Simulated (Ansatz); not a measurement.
Geometry optimisation, Ansatz 0.2.0, UKS PBE/def2-SVP.

Input:

```yaml
crystal:
  periodic: [false, false, false]
  atoms:
    - { symbol: Ta, position_ang: [0.0, 0.0, 0.0] }
    - { symbol: F, position_ang: [2.18, 0.0, 0.0] }
    - { symbol: O, position_ang: [0.0, 0.0, 2.02] }
    - { symbol: H, position_ang: [-0.2547, -0.9174, 2.3571] }
    - { symbol: F, position_ang: [0.0, 0.0, -1.93] }
    - { symbol: Cl, position_ang: [-1.235, 2.139, 0.0] }
    - { symbol: Cl, position_ang: [-1.235, -2.139, 0.0] }
    - { symbol: "N", position_ang: [3.76, 0.0, 0.0] }
    - { symbol: H, position_ang: [4.29, -0.8824, 0.2531] }
    - { symbol: H, position_ang: [4.29, 0.8824, -0.2531] }
magnetization:
  spin_polarized: true
  initial_magnetization: 1
basis:
  gaussian: { orbitals: def2-SVP }
hamiltonian:
  xc: pbe
relax:
  f_tol: 0.15
  max_steps: 25
  restrain:
    - { distance: [1, 7], at: 2.48, k: 30.0 }
    - { distance: [0, 1], at: 1.93, k: 30.0 }
output:
  orbitals: {}
```

Run as:

```bash
$ ansatz run input.yaml --threads 4 --pin off --max-ram 5120MiB --backend cpu --events-out ev --progress --plain --runs-dir out
```

Where does it end, and by what steps?

It did not converge within its limit. The restraints hold the end off the free minimum. After 24 steps the energy has fallen by 4.273 eV (the restraints' own energy left out); F2 moved furthest, 1.40 Å.

```
step  energy less start (eV)  largest force component (eV/Å)  accepted
   0                  0.0000                           4.563       yes
   1                 -1.5095                           5.786       yes
   2                 -2.4588                           2.066       yes
   3                 -2.8036                           3.232       yes
   4                 -3.4739                           2.023       yes
   5                 -3.7738                           1.250       yes
   6                 -3.8822                           1.159       yes
   7                 -3.9277                           0.898       yes
   8                 -3.9470                           1.016       yes
   9                 -3.9660                           0.834       yes
  10                 -3.9669                           0.820       yes
  11                 -3.9682                           0.823       yes
  12                 -3.9314                           1.340        no
  13                 -3.9735                           0.855       yes
  14                 -3.9787                           0.913       yes
  15                 -3.9785                           0.998       yes
  16                 -3.9895                           0.859       yes
  17                 -3.9947                           0.827       yes
  18                 -4.0085                           0.783       yes
  19                 -4.0188                           0.830       yes
  20                 -4.0345                           0.795       yes
  21                 -4.0623                           0.887       yes
  22                 -4.1081                           0.935       yes
  23                 -4.1631                           0.780       yes
  24                 -4.2734                           0.803       yes
```

```xyz
10
Properties=species:S:1:pos:R:3
Ta 0.229 0.138 0.076
F 1.762 1.138 0.704
O -0.081 -0.432 1.849
H -0.041 -0.768 2.757
F 0.809 0.647 -1.666
Cl -1.664 1.454 -0.072
Cl -0.191 -2.011 -0.715
N 3.290 -0.648 -0.157
H 3.996 -0.401 0.597
H 3.686 -0.035 -0.927
```

Time of the run: 110 s on 4 threads of Arm Neoverse V2, on a shared host, peak memory 0.41 GiB.
